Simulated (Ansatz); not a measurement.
Geometry optimisation, RKS B3LYP-D4/def2-SVP in Ansatz.

Input:

```yaml
crystal:
  periodic: [false, false, false]
  atoms:
    - { symbol: Cl, position_ang: [1.67356, -0.56709, 0.88573] }
    - { symbol: Si, position_ang: [-0.07973, -0.01193, 0.07379] }
    - { symbol: Cl, position_ang: [0.01561, 1.91692, -0.48543] }
    - { symbol: Cl, position_ang: [-0.47356, -1.1606, -1.52828] }
    - { symbol: H, position_ang: [-1.13588, -0.1773, 1.05419] }
basis:
  gaussian: { orbitals: def2-SVP }
hamiltonian:
  xc: b3lyp
  dispersion: d4
relax:
  f_tol: 0.02
  max_steps: 40
scf:
  lower_state_search: "off"
```

Run as:

```bash
$ ansatz run input.yaml --threads 2 --pin off --max-ram 3072MiB --backend cpu --events-out ev --progress --plain --runs-dir out
```

Problem. Where does it end, and by what steps?

Solution. The forces met the threshold. After 4 steps the energy has fallen by 0.075 eV; Cl1 moved furthest, 0.04 Å.

```
step  energy less start (eV)  largest force component (eV/Å)  accepted
   0                  0.0000                           1.000       yes
   1                 -0.0726                           0.156       yes
   2                 -0.0748                           0.054       yes
   3                 -0.0747                           0.080        no
   4                 -0.0750                           0.000       yes
```

```xyz
5
Properties=species:S:1:pos:R:3
Cl 1.711 -0.578 0.902
Si -0.087 -0.014 0.080
Cl 0.018 1.957 -0.497
Cl -0.482 -1.184 -1.563
H -1.161 -0.181 1.077
```

Whether the end is a true minimum wasn't checked by a vibrational analysis.

Run time: 8.7 s on 2 threads of Arm Neoverse N1, with other jobs on the host, peak memory 0.14 GiB.
